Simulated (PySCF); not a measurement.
Species: C₆H₉BS.
Atom-mapped SMILES: `[CH3:1][B:2]([CH3:3])[c:4]1[cH:5][cH:6][s:7][cH:8]1` (hydrogens: H9, H10, H11 on C1; H12, H13, H14 on C3; H15 on C5; H16 on C6; H17 on C8)

Structure used (PBE0-D3(BJ)/def2-SVP), in Å, numbered top down from 1:
```xyz
17
C6H9BS angstrom
C     -1.4520    1.5400   -0.1138
B     -0.8727    0.0781   -0.0063
C     -1.8842   -1.1268    0.0747
C      0.6686   -0.1526    0.0007
C      1.6823    0.8669   -0.0160
C      2.9576    0.3784   -0.0133
S      2.9655   -1.3442    0.0083
C      1.2590   -1.4047    0.0137
H     -2.4659    1.6391    0.3034
H     -1.5405    1.7653   -1.1946
H     -0.8094    2.3247    0.3130
H     -2.3164   -1.1236    1.0933
H     -1.4647   -2.1279   -0.0997
H     -2.7409   -0.9787   -0.6034
H      1.4624    1.9357   -0.0279
H      3.8965    0.9309   -0.0224
H      0.7575   -2.3722    0.0247
```

Level of theory: TDDFT CAM-B3LYP/def2-SVPD, vertical, gas phase, core orbitals frozen in the response in PySCF.

Ground-to-excited transition dipoles (e·a0, same axes as the geometry; the sign carries no meaning), for the states with f of 0.002 or more among the lowest 9:

```
state  E (eV)      μx      μy      μz
   S1   5.199   0.000  -0.383   0.007
   S2   5.481  -1.123   0.610  -0.009
   S3   6.105   0.036  -0.037   0.110
   S5   6.404   0.658   0.038   0.144
   S6   6.412  -1.369  -0.124   0.063
   S7   6.535   0.142  -0.006  -0.064
   S9   6.768   0.636  -0.713   0.002
```

(1) What oscillator strength does each state have?

(2) Which bond between heavy atoms lies closest to the direction of the S6 transition dipole?

(3) What angle do the transition dipoles of S2 and S9 make?

(4) How is the summed strength of these states shared among x, y and z?

(5) What peak molar absorption coefficient would the strongest computed level give as a lone Gaussian band 0.3 eV wide at half height?

## Answers

(1) f = (2/3) ΔE |μ|² with ΔE in hartree (27.2114 eV).

```
state  |μ|² (au)  |μ| (D)      f
   S1      0.147     0.97  0.019
   S2      1.634     3.25  0.219
   S3      0.015     0.31  0.002
   S5      0.455     1.71  0.071
   S6      1.893     3.50  0.297
   S7      0.024     0.40  0.004
   S9      0.914     2.43  0.152
```

(2) S7–C8, at 4° from it; next B2–C4 at 14°.

(3) |cos θ| = |μa·μb| / (|μa| |μb|) = 0.94, so θ ≈ 20° (taken between 0 and 90°, since the signs are arbitrary).

(4) (2/3) Σ ΔE μα² gives 0.602 for x, 0.156 for y and 0.006 for z, 0.765 in all.

(5) ε(max) = 2.175×10⁸ f / FWHM, with the width in cm⁻¹. S6: 2.175×10⁸ × 0.2974 / 2420 ≈ 27000 L mol⁻¹ cm⁻¹.

All these states lie below the vertical ionisation energy of 8.90 eV (ΔSCF).
